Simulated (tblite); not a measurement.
Species: C7H7O2 (doublet state).
Structure used (GFN2-xTB), in Å, numbered top down from 1:
```
atom  x, y, z in Å
C1     2.3089    0.5122    0.1573
C2     0.9673    0.3054    0.0876
C3     0.0836    1.3717   -0.1557
C4    -1.3329    1.2521   -0.2277
O5    -2.1168    2.1176   -0.5851
C6    -1.8454   -0.1245    0.2164
O7    -2.7841   -0.2921    0.9404
C8    -0.9855   -1.2176   -0.3705
C9     0.4078   -1.0849    0.2495
H10    2.9968   -0.3032    0.2957
H11    2.7282    1.4972    0.0570
H12    0.4827    2.3761   -0.1998
H13   -0.9226   -1.0873   -1.4528
H14   -1.4222   -2.1918   -0.1471
H15    0.3420   -1.3061    1.3195
H16    1.0848   -1.8158   -0.1959
```

Level: GFN2-xTB in tblite, geometry and Hessian alike; calculated harmonic values, unscaled, isolated species. This tight-binding method is rough: wavenumbers can miss measured ones by several per cent, in bad cases by 10 to 20. One conformer, not necessarily the lowest. Open shells enter through the occupations alone, without spin polarisation, and single modes of such species can be off by tens of per cent.

Harmonic wavenumbers (cm⁻¹): 53.2, 135.2, 139.8, 269.2, 292.2, 354.5, 394.9, 457.8, 482.7, 559.3, 572.2, 654.2, 712.5, 735.7, 781.1, 836.7, 838.1, 900.3, 966.6, 994.9, 1033.5, 1091.6, 1120.0, 1125.9, 1192.6, 1261.6, 1274.9, 1303.0, 1378.0, 1414.9, 1448.0, 1463.5, 1513.7, 1642.4, 1793.1, 2951.9, 2983.0, 2988.7, 3000.1, 3070.3, 3116.5, 3152.2.

A = 2750, B = 1478, C = 1047 MHz; mass 123.045 u (most abundant isotopes); point group C1, symmetry number 1; spin multiplicity 2.

Zero-point energy?

Half the sum of the wavenumbers: 26225 cm⁻¹ = 74.98 kcal/mol.

What is S at 400 K and 1 bar for an ideal gas of classical rigid rotors and harmonic oscillators?

Translation 41.82, rotation 29.59, vibration 29.07, spin (R ln 2) 1.38: S = 101.9 cal/(mol K).

And Cp and H(400 K) − H(0)?

Cp = 42.14 cal/(mol K), of which vibrations give 34.19 (their classical limit is 42 R = 83.5); H(400 K) − H(0) = 9.64 kcal/mol without the zero-point energy, 6.46 from vibrations.

What must be added to the electronic energy to get the Gibbs energy at 400 K and 1 bar?

ZPE + [H(400 K) − H(0)] − T·S = 74.98 + 9.64 − 40.74 = 43.88 kcal/mol.

How do the functions run with temperature in this model?

```
T (K)  S (cal/(mol K))  Cp (cal/(mol K))  H − H(0) (kcal/mol)  G − H(0) (kcal/mol)  ln q(vib)
  100             66.7              14.8                 1.10                -5.58       0.97
  200             79.6              23.7                 3.01               -12.92       2.64
  300             91.0              33.3                 5.86               -21.46       4.51
  500            112.1              49.6                14.24               -41.81       8.56
  800            139.0              64.5                31.58               -79.61      14.67
 1000            154.1              70.7                45.13              -108.95      18.53
```

q(vib) and H(0) count from the zero-point level.

Which modes carry the vibrational entropy at 400 K?

53.2 cm⁻¹: 5.28; 135.2 cm⁻¹: 3.44; 139.8 cm⁻¹: 3.37; 269.2 cm⁻¹: 2.13; 292.2 cm⁻¹: 1.98; 354.5 cm⁻¹: 1.63 cal/(mol K); the other 36 give 11.24 together.

Blend soft modes into free rotors: weight 1/[1 + (100 cm⁻¹/ν̃)⁴] for the oscillator and the rest for a rotor with moment μB/(μ + B), μ = h/(8π²ν), B = 10⁻⁴⁴ kg m². What vibrational entropy results?

27.44 cal/(mol K) in place of 29.07, which changes −T·S at 400 K by +0.65 kcal/mol.

Hindered rotation and anharmonicity are outside this model. Other conformers, if any are populated, would add a mixing term that is left out. The structure is chiral; the term R ln 2 for an equal mix with its mirror image is left out.
